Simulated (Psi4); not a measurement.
F$_{3}$Sb, charge +1, quartet, at a GFN2-xTB geometry of the parent state (a state made from the parent by changing its charge; the spin is typed, not shown lowest) (core potentials on Sb); HF/def2-TZVP (Psi4).

The Psi4 input:
```
memory 2 GB

molecule mol {
1 4
  Sb    0.001796   -0.002684    0.402632
  F    -1.261065   -0.927082   -0.761131
  F    -0.181799    1.560283   -0.749366
  F     1.432688   -0.617995   -0.771085
}

set basis def2-tzvp
set reference uhf

energy('scf')
print_variables()
```

Output, abridged:

```
   => Loading Basis Set <=

    Name: DEF2-TZVP
    Role: ORBITAL
    Keyword: BASIS

    !!!  WARNING: ECP capability is in beta. Please check occupations closely.  !!!

         ---------------------------------------------------------
                                   SCF
               by Justin Turney, Rob Parrish, Andy Simmonett
                          and Daniel G. A. Smith
                              UHF Reference
         ---------------------------------------------------------

  ==> Geometry <==

    Molecular point group: c1
    Full point group: C1

    Geometry (in Angstrom), charge = 1, multiplicity = 4:

       Center              X                  Y                   Z               Mass
    ------------   -----------------  -----------------  -----------------  -----------------
         SB           0.001662129136    -0.002483795903     0.372652470581   120.903812000000
         F           -1.261198870864    -0.926881795903    -0.791110529419    18.998403162730
         F           -0.181932870864     1.560483204097    -0.779345529419    18.998403162730
         F            1.432554129136    -0.617794795903    -0.801064529419    18.998403162730

  Running in c1 symmetry.

  Rotational constants: A =      0.13790  B =      0.13790  C =      0.12069 [cm^-1]
  Rotational constants: A =   4134.07607  B =   4134.07449  C =   3618.24773 [MHz]
  Nuclear repulsion =  215.921522443063196

  Charge       = 1
  Multiplicity = 4
  Electrons    = 49
  Nalpha       = 26
  Nbeta        = 23

  ==> Algorithm <==

  SCF Algorithm Type is DF.
  DIIS enabled.
  MOM disabled.
  Fractional occupation disabled.
  Guess Type is SAD.
  Energy threshold   = 1.00e-06
  Density threshold  = 1.00e-06
  Integral threshold = 1.00e-12

  ==> Primary Basis <==

  Basis Set: DEF2-TZVP
    Blend: DEF2-TZVP
    Number of shells: 49
    Number of basis functions: 143
    Number of Cartesian functions: 167
    Spherical Harmonics?: true
    Max angular momentum: 3

  Core potential: DEF2-TZVP
    Number of shells: 4
    Number of ECP primitives: 18
    Number of ECP core electrons: 28
    Max angular momentum: 3

   => Loading Basis Set <=

    Name: (DEF2-TZVP AUX)
    Role: JKFIT
    Keyword: DF_BASIS_SCF

  ==> Integral Setup <==

  SCF_SUBTYPE=INCORE selected. In-core MEM_DF algorithm will be used.
  Using in-core AOs.

  ==> MemDFJK: Density-Fitted J/K Matrices <==

    J tasked:                   Yes
    K tasked:                   Yes
    wK tasked:                   No
    Algorithm:                 Core
    Schwarz Cutoff:           1E-12
    Mask sparsity (%):       3.8144
    Fitting Condition:        1E-10

   => Auxiliary Basis Set <=

  Basis Set: (DEF2-TZVP AUX)
    Blend: DEF2-UNIVERSAL-JKFIT
    Number of shells: 121
    Number of basis functions: 449
    Number of Cartesian functions: 588
    Spherical Harmonics?: true
    Max angular momentum: 5

  Minimum eigenvalue in the overlap matrix is 4.6971169639E-03.
  Reciprocal condition number of the overlap matrix is 1.0806890116E-03.
    Using symmetric orthogonalization.

  ==> Pre-Iterations <==

  SCF Guess: Superposition of Atomic Densities via on-the-fly atomic UHF (no occupation information).

   -------------------------
    Irrep   Nso     Nmo
   -------------------------
     A        143     143
   -------------------------
    Total     143     143
   -------------------------

  ==> Iterations <==

                           Total Energy        Delta E     RMS |[F,P]|

   @DF-UHF iter SAD:  -534.63448008861121   -5.34634e+02   0.00000e+00
   @DF-UHF iter   1:  -536.97360541250578   -2.33913e+00   3.06740e-03 DIIS/ADIIS
   @DF-UHF iter   2:  -537.03953261351830   -6.59272e-02   1.82304e-03 DIIS/ADIIS
   @DF-UHF iter   3:  -537.06779583238733   -2.82632e-02   9.55342e-04 DIIS/ADIIS
   @DF-UHF iter   4:  -537.08415312169120   -1.63573e-02   6.23353e-04 DIIS/ADIIS
   @DF-UHF iter   5:  -537.11029239850416   -2.61393e-02   7.08899e-04 DIIS/ADIIS
   @DF-UHF iter   6:  -537.11592549355021   -5.63310e-03   6.88335e-04 DIIS/ADIIS
   @DF-UHF iter   7:  -537.14853910267175   -3.26136e-02   2.65259e-04 DIIS/ADIIS
   @DF-UHF iter   8:  -537.14871392700115   -1.74824e-04   2.29199e-04 DIIS/ADIIS
   @DF-UHF iter   9:  -537.14998950210145   -1.27558e-03   1.19464e-04 DIIS/ADIIS
   @DF-UHF iter  10:  -537.15057392366623   -5.84422e-04   5.60742e-05 DIIS
   @DF-UHF iter  11:  -537.15079202046911   -2.18097e-04   5.19564e-05 DIIS
   @DF-UHF iter  12:  -537.15086853782338   -7.65174e-05   2.49039e-05 DIIS
   @DF-UHF iter  13:  -537.15090905477359   -4.05170e-05   1.79785e-05 DIIS
   @DF-UHF iter  14:  -537.15092830680328   -1.92520e-05   9.86433e-06 DIIS
   @DF-UHF iter  15:  -537.15093828241515   -9.97561e-06   7.00789e-06 DIIS
   @DF-UHF iter  16:  -537.15094398308645   -5.70067e-06   4.84029e-06 DIIS
   @DF-UHF iter  17:  -537.15094622617801   -2.24309e-06   4.05251e-06 DIIS
   @DF-UHF iter  18:  -537.15094831491388   -2.08874e-06   3.59601e-06 DIIS
   @DF-UHF iter  19:  -537.15095023472531   -1.91981e-06   3.20005e-06 DIIS
   @DF-UHF iter  20:  -537.15095361464455   -3.37992e-06   2.64703e-06 DIIS
   @DF-UHF iter  21:  -537.15095566066555   -2.04602e-06   2.21620e-06 DIIS
   @DF-UHF iter  22:  -537.15095730542134   -1.64476e-06   1.79749e-06 DIIS
   @DF-UHF iter  23:  -537.15095840175252   -1.09633e-06   1.38715e-06 DIIS
   @DF-UHF iter  24:  -537.15095895127183   -5.49519e-07   1.19533e-06 DIIS
   @DF-UHF iter  25:  -537.15095921548857   -2.64217e-07   1.06811e-06 DIIS
   @DF-UHF iter  26:  -537.15095958969039   -3.74202e-07   8.75569e-07 DIIS
  Energy and wave function converged.

  ==> Post-Iterations <==

   @Spin Contamination Metric:   5.609218111E-02
   @S^2 Expected:                3.750000000E+00
   @S^2 Observed:                3.806092181E+00
   @S   Expected:                1.500000000E+00
   @S   Observed:                1.500000000E+00

    Orbital Energies [Eh]
    ---------------------

    Alpha Occupied:

[...]
    Alpha Virtual:

[...]
    Beta Occupied:

[...]
    Beta Virtual:

[...]
    Final Occupation by Irrep:
              A
    DOCC [    23 ]
    SOCC [     3 ]
    NA   [    26 ]
    NB   [    23 ]

  @DF-UHF Final Energy:  -537.15095958969039

   => Energetics <=

    Nuclear Repulsion Energy =            215.9215224430631963
    One-Electron Energy =               -1253.9655118187386051
    Two-Electron Energy =                 500.8930297859850498
    Total Energy =                       -537.1509595896903875

  UHF NO Occupations:
  HONO-2 :   24  A 1.0000000
  HONO-1 :   25  A 1.0000000
  HONO-0 :   26  A 1.0000000
  LUNO+0 :   27  A 0.0140306
  LUNO+1 :   28  A 0.0105657
  LUNO+2 :   29  A 0.0014986
  LUNO+3 :   30  A 0.0006921

Computation Completed

Properties will be evaluated at   0.000000,   0.000000,   0.000000 [a0]

Properties computed using the SCF density matrix

 Multipole Moments:

 ------------------------------------------------------------------------------------
     Multipole            Electronic (a.u.)      Nuclear  (a.u.)        Total (a.u.)
 ------------------------------------------------------------------------------------

 L = 1.  Multiply by 2.5417464519 to convert [e a0] to [Debye]
 Dipole X            :         -0.0598609           -0.1076568           -0.1675178
 Dipole Y            :          1.4350796            0.1608766            1.5959561
 Dipole Z            :         25.2754931          -24.1368642            1.1386289
 Magnitude           :                                                    1.9676417

 ------------------------------------------------------------------------------------

  Variable Map:
  ----------------------------------------------------------------------------
[...]
  Array Variable Map:
  ----------------------------------------------------------------------------
[...]
[...]
```
